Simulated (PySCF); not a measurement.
Computed IR spectrum (relative IR intensity) of a molecule C2H7Cl2NSi. Geometry optimised at PBE-D3(BJ)/def2-SVP. Other conformers were not sampled. Calculation: PBE-D3(BJ)/def2-SVP (PySCF 2.14.0). Frequencies are harmonic and unscaled.

Lines under 2 % of the strongest are left out, and lines within 2 cm⁻¹ are merged.

ν (cm⁻¹): 261 (w), 313 (m), 353 (m), 436 (vw), 487 (m), 576 (s), 616 (w), 770 (s), 785 (vs), 796 (vs), 883 (vw), 948 (w), 1054 (vw), 1064 (w), 1152 (vw), 1334 (vw), 1411 (w), 1579 (w), 2189 (s), 2951 (m), 3040 (w), 3049 (w) (against the strongest line: vs over 80 %, s over 45 %, m over 15 %, w over 4 %, vw less)

**Question.** Identify the compound among the candidates.
(A) CN[Si](C)(Cl)Cl
(B) C[Si](Cl)(Cl)CN
(C) C[C@H](N)[SiH](Cl)Cl
(D) CC[Si](N)(Cl)Cl

**Answer.** C, C[C@H](N)[SiH](Cl)Cl
